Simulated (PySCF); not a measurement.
Method: delta-SCF UKS SCAN, pcX-2 on the ionised atom, pcseg-1 elsewhere, spin-free X2C in PySCF. Geometries: PBE0-D3(BJ)/def2-SVP; isolated species, one conformer each. Values against the vacuum level.

(1) Order these sites by rising C 1s binding energy.
A. C4 in `[F:1][Si@H:2]1[CH2:3][CH2:4][SiH2:5][O:6]1`
B. C2 in `[O:1]=[C:2]([OH:3])[GeH2:4][CH2:5][F:6]`
C. Carbon in `O=CN[SiH2][NH][GeH3]`

(2) Rank by computed O 1s binding energy, lowest first.
A. Oxygen in `O=CN[SiH2][NH][GeH3]`
B. Oxygen in `C1C[Si@@H](O[SiH2]1)F`
C. O3 in `[O:1]=[C:2]([OH:3])[GeH2:4][CH2:5][F:6]`

Results:

(1) A (290.56 eV), C (293.83 eV), B (294.50 eV).

The highest is bonded to O (double bond), O and Ge, the lowest to C, 2 H and Si; the range is 3.94 eV.

(2) A (537.24 eV), B (537.92 eV), C (540.17 eV).

From the lowest up, the atoms are bonded to: C (double bond) (537.24); 2 Si (537.92); C and H (540.17).
